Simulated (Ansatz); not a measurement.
Ansatz (a quantum-chemistry and plane-wave program) input (CCSD(T)/aug-cc-pV(D+d)Z):
A basis named .json is the Basis Set Exchange file of that set.

Ansatz 0.2 input:
```yaml
crystal:
  periodic: [false, false, false]
  atoms:
    - {symbol: Si, position_ang: [-0.32292944, 0.17944342, 0.02748732]}
    - {symbol: F, position_ang: [-1.66422414, -0.56046468, 0.06035369]}
    - {symbol: F, position_ang: [-0.39946391, 1.70720199, 0.11530464]}
    - {symbol: Cl, position_ang: [1.35848262, -0.75487316, -0.11563220]}
basis:
  gaussian:
    orbitals: aug-cc-pV_D+d_Z.json
total_charge: 1
magnetization: {spin_polarized: false}
correlation: {method: ccsd_t, electrons: outside_noble_gas}
output: {forces: true}
```

End of the output:

```
cycle   4  -17.57691803 eV  change    5.3e-3 eV  update   3.2e-3
cycle   5  -17.57281675 eV  change    4.1e-3 eV  update   1.2e-3
cycle   6  -17.57314283 eV  change   -3.3e-4 eV  update   3.2e-4
cycle   7  -17.57310135 eV  change    4.1e-5 eV  update   9.0e-5
cycle   8  -17.57305343 eV  change    4.8e-5 eV  update   2.8e-5
cycle   9  -17.57306433 eV  change   -1.1e-5 eV  update   9.9e-6
cycle  10  -17.57306705 eV  change   -2.7e-6 eV  update   3.3e-6
perturbative correction -0.48173760 eV, -0.0177035302 hartree
the calculation of the forces begins
Total energy: -25792.12469357 eV, -947.8430999586 hartree
Atom 0 at    -0.322929     0.179443     0.027487 Å, force     0.618893    -0.343903    -0.052679 eV/Å
Atom 1 at    -1.664224    -0.560465     0.060354 Å, force    -0.973305    -0.516937     0.024943 eV/Å
Atom 2 at    -0.399464     1.707202     0.115305 Å, force    -0.072546     1.098090     0.064079 eV/Å
Atom 3 at     1.358483    -0.754873    -0.115632 Å, force     0.426958    -0.237249    -0.036342 eV/Å
Dipole moment:     0.150715    -0.083748    -0.012829 e Å
```
